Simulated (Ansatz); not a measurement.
`C[SiH2][SiH](Cl)Cl` + HCl → `C[SiH2]Cl` + `Cl[SiH2]Cl` at 700 K and 1 bar (cleavage of the Si–Si bond).

Gas-phase electronic energies from Ansatz, PBE0-D4/def2-TZVP geometries. CBS: MP2 limit from def2 TZ/QZ plus the TZ coupled-cluster correction, frozen cores. This one scheme is used for every species. One conformer a species, not always the lowest.

```csv
species,CCSD(T)/CBS energy (Eh),H − E (kJ/mol),S (J/(mol·K))
`C[SiH2][SiH](Cl)Cl`,-1539.48961,264.8,528.7
HCl,-460.38127,38.4,211.8
`C[SiH2]Cl`,-789.97638,201.9,383.2
`Cl[SiH2]Cl`,-1209.93203,98.0,351.1
```

H − E and S are ideal-gas, rigid-rotor, harmonic terms from PBE0-D4/def2-TZVP, for one conformer and one mirror image of each species. 1 Eh = 2625.50 kJ/mol, R = 8.31446 J/(mol·K).

Question: By hand: ΔE, ΔH, ΔS and ΔG.

Answer: ΔE = (-789.97638) + (-1209.93203) − (-1539.48961) − (-460.38127) = -0.03753 Eh = -98.5 kJ/mol. Δ(H − E) = 201.9 + 98.0 − 264.8 − 38.4 = -3.3, so ΔH = -101.8 kJ/mol. ΔS = 383.2 + 351.1 − 528.7 − 211.8 = -6.2 J/(mol·K). ΔG = -101.8 − 700 × (-6.2)/1000 = -97.5 kJ/mol.

Question: By hand: the equilibrium constant, and the temperature at which ΔG would vanish if ΔH and ΔS stayed fixed.

Answer: log₁₀ K = −ΔG/(RT ln 10) = 7.3. ΔG = 0 at ΔH/ΔS = 16419 K, far beyond where these terms or the molecules hold.

The number of gas molecules stays the same, so ΔS is small and ΔH decides. A doubt of 5 kJ/mol in ΔE shifts log₁₀ K by 0.4 here. Other conformers and mirror images would add mixing entropy, several J/(mol·K) or more a flexible species. Modes under 60 cm⁻¹, often nearly free rotors, make the harmonic entropy too high. These are equilibria of isolated gas molecules and say nothing of rates. Largest T1 diagnostic: 0.010 (customary marks: 0.02 for closed shells, 0.045 for open ones).
